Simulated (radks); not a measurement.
Ca+, configuration [Ar] 4s1. Method: Dirac Kohn-Sham, PBEsol, spin-unpolarised, spherical densities, finite nucleus; Fermi nuclear charge, rms radius 3.4776 fm; computed with a radial shooting solver on a logarithmic mesh with Libxc functionals. Some entries of the table are withheld. Estimate them.

orbital  occ.  eigenvalue (hartree)  r(max) (bohr)
1s1/2       2             -145.1789        0.05032
2s1/2       2                   (1)         0.3003
2p1/2       2                   (2)         0.2453
2p3/2       4                   (3)         0.2474
3s1/2       2              -1.97955            (4)
3p1/2       2              -1.28945            (5)
3p3/2       4              -1.27524            (6)
4s1/2       1              -0.32863            (7)

Answer. 
(1) 2s1/2 eigenvalue (hartree): -15.46036
(2) 2p1/2 eigenvalue (hartree): -12.63675
(3) 2p3/2 eigenvalue (hartree): -12.50151
(4) 3s1/2 r(max) (bohr): 0.9936
(5) 3p1/2 r(max) (bohr): 1.044
(6) 3p3/2 r(max) (bohr): 1.050
(7) 4s1/2 r(max) (bohr): 3.159
